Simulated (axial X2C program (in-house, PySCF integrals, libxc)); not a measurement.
Excited states of GeP⁻ by EOM-EE-CCSD

Computed with an in-house all-electron X2C program for linear molecules (integrals from PySCF): two-component X2C with atomic mean-field Coulomb and Gaunt terms, Gaussian nuclei, basis Ge dyall-acv3z, P dyall-av3z with contracted cores.

R = 2.069 Å (near the PBE0 minimum at charge -1 of the determinant lowest at the starting distance; the state shown can have its own minimum elsewhere).

Hartree–Fock spinors of GeP⁻ (one of each Kramers pair; a window near the gap, which can cut inner shells):

```
  ω  occupied  ε (eV)                    character
1/2       yes  -15.81  49% P s, 25% Ge s, 11% Ge p
1/2       yes   -8.82   35% Ge s, 27% P p, 18% P s
1/2       yes   -3.39  39% Ge p, 39% P p, 11% Ge s
1/2       yes   -2.76   56% P p, 33% Ge p, 5% Ge d
3/2       yes   -2.72   57% P p, 32% Ge p, 6% Ge d
1/2        no    3.55    85% Ge p, 7% P p, 3% Ge s
3/2        no    3.76            92% Ge p, 5% Ge d
1/2        no    3.76            92% Ge p, 5% Ge d
1/2        no    4.10  65% Ge s, 23% P p, 10% Ge p
1/2        no    5.17    76% P p, 12% Ge p, 7% P d
3/2        no    5.18    77% P p, 12% Ge p, 7% P d
```

Vertical excitation energies from the closed-shell determinant state of GeP⁻:

```csv
Ω,excitation (eV),cm⁻¹,hole of the leading pair,particle of the leading pair,weight of the pair (for Ω = 0 its time-reversed partner can hold as much again),singles weight
1,2.168,17485,"57% P pπ, 32% Ge pπ","41% Ge pπ, 23% P pπ, 16% P dπ",0.53,0.95
0⁻,2.171,17509,"56% P pπ, 33% Ge pπ","41% Ge pπ, 23% P pπ, 16% P dπ",0.24,0.95
1,2.661,21466,"55% P pπ, 32% Ge pπ","41% Ge pπ, 21% P pπ, 16% Ge dπ",0.93,0.94
2,2.669,21528,"57% P pπ, 32% Ge pπ","42% Ge pπ, 21% P pπ, 16% Ge dπ",0.54,0.94
3,2.687,21668,"57% P pπ, 32% Ge pπ","43% Ge pπ, 20% P pπ, 16% P dπ",0.94,0.94
0⁺,2.708,21839,"40% Ge pσ, 38% P pσ, 12% Ge sσ","41% Ge pπ, 20% Ge dπ, 19% P pπ",0.47,0.94
0⁻,2.708,21840,"40% Ge pσ, 38% P pσ, 12% Ge sσ","41% Ge pπ, 20% Ge dπ, 19% P pπ",0.46,0.94
1,2.738,22084,"37% Ge pσ, 35% P pσ, 11% Ge sσ","41% Ge pπ, 20% P pπ, 19% Ge dπ",0.52,0.94
2,2.766,22308,"40% Ge pσ, 37% P pσ, 12% Ge sσ","43% Ge pπ, 20% Ge dπ, 18% P pπ",0.92,0.94
```

This point took 47 s on 1 thread of Arm Neoverse N1 (shared host).

Reference electrons by ω block (each with its −ω partner): 1/2: 17, 3/2: 6, 5/2: 1. 10 electrons of GeP⁻ correlated (inner shells frozen), 88 natural virtual spinors (a truncated set); levels can be off by some tenths of an eV. Roots sought by Ω: (0: 5, 1: 4, 2: 3, 3: 1); the list ends where they run out and leaves out roots under 60 % singles weight. The solver can skip a root, and states that need a further excitation, which the method places far too high, are missing though they may lie low or lowest. T1 of the reference 0.019 (Lee–Taylor). The highest Hartree–Fock level of the anion lies at -2.72 eV; relaxation, partly offset by correlation, puts the detachment threshold some tenths of an eV to over one eV lower in magnitude, and states above it are held by the basis set and are not bound. Number of frozen shells: Ge 3 s, 2 p, 1 d; P 2 s, 1 p.
